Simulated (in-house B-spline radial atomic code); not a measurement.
Configurations of the samarium ion Sm⁷⁺, with energies counted from [Kr] 4d10 (4f5/2)4 5s2 (5p1/2)2 (5p3/2)1. Level of theory: Dirac-Hartree-Fock, average of each configuration as written, Fermi nucleus of rms radius 5.0819 fm; calculated with a B-spline radial code for spherical atoms. Energies include first-order Breit, QED and recoil terms.

Occupations are held fixed; configurations that lie above the ionisation limit could autoionise.

| configuration | E - E(ref) (eV) | highest orbital | its <r> (bohr) |
| --- | --- | --- | --- |
| [Kr] 4d10 (4f5/2)4 5s2 (5p1/2)1 (5p3/2)2 | 4.9388 | 5p3/2 | 1.457 |
| [Kr] 4d10 (4f5/2)2 (4f7/2)2 5s2 (5p1/2)1 (5p3/2)2 | 8.2114 | 4f7/2 | 0.7949 |
| [Kr] 4d10 (4f5/2)3 5s2 (5p3/2)3 (5d5/2)1 | 39.893 | 5d5/2 | 1.714 |
| [Kr] 4d10 (4f5/2)3 5s2 (5p1/2)2 (5p3/2)1 (7p1/2)1 | 74.679 | 7p1/2 | 4.349 |
| [Kr] 4d10 (4f7/2)4 5s2 (5p1/2)1 (5p3/2)1 (6d5/2)1 | 76.12 | 6d5/2 | 3.308 |
| [Kr] 4d10 (4f7/2)3 5s2 (5p3/2)3 (9d5/2)1 | 109.06 | 9d5/2 | 9.942 |
| [Kr] 4d10 (4f5/2)1 (4f7/2)2 5s2 (5p3/2)3 (8g7/2)1 | 111.5 | 8g7/2 | 10.44 |
| [Kr] (4d3/2)4 (4d5/2)5 (4f5/2)3 (4f7/2)1 5s2 (5p1/2)2 (5p3/2)1 6s1 | 177.68 | 6s1/2 | 2.485 |

(1) Order these further configurations by energy, lowest first.
A. [Kr] 4d10 (4f5/2)3 (4f7/2)1 5s2 (5p3/2)3
B. [Kr] 4d10 (4f5/2)1 (4f7/2)2 5s2 (5p1/2)1 (5p3/2)2 (6d5/2)1
C. [Kr] 4d10 (4f5/2)2 (4f7/2)1 5s2 (5p1/2)2 (5p3/2)1 (6p1/2)1
D. [Kr] (4d3/2)3 (4d5/2)6 (4f5/2)1 (4f7/2)3 5s2 (5p3/2)3 (8g9/2)1
E. [Kr] 4d10 (4f5/2)1 (4f7/2)3 5s2 (5p1/2)2 (5p3/2)1

(2) How far above the reference does [Kr] (4d3/2)4 (4d5/2)5 (4f5/2)4 5s2 (5p3/2)3 (6d3/2)1 lie?

(3) How far above the reference does [Kr] (4d3/2)3 (4d5/2)6 (4f5/2)4 5s2 (5p1/2)2 (5p3/2)1 7s1 lie?

(4) How far above the reference does [Kr] 4d10 (4f5/2)2 (4f7/2)2 5s2 (5p3/2)2 (7g7/2)1 lie?

## Answers

(1) E (4.4556 eV), A (12.924 eV), C (53.703 eV), B (73.401 eV), D (249.16 eV).

(2) 207.51 eV; its least bound orbital is 6d3/2 with <r> = 3.244 bohr.

(3) 213.14 eV; its least bound orbital is 7s1/2 with <r> = 4.057 bohr.

(4) 109.09 eV; its least bound orbital is 7g7/2 with <r> = 7.703 bohr.
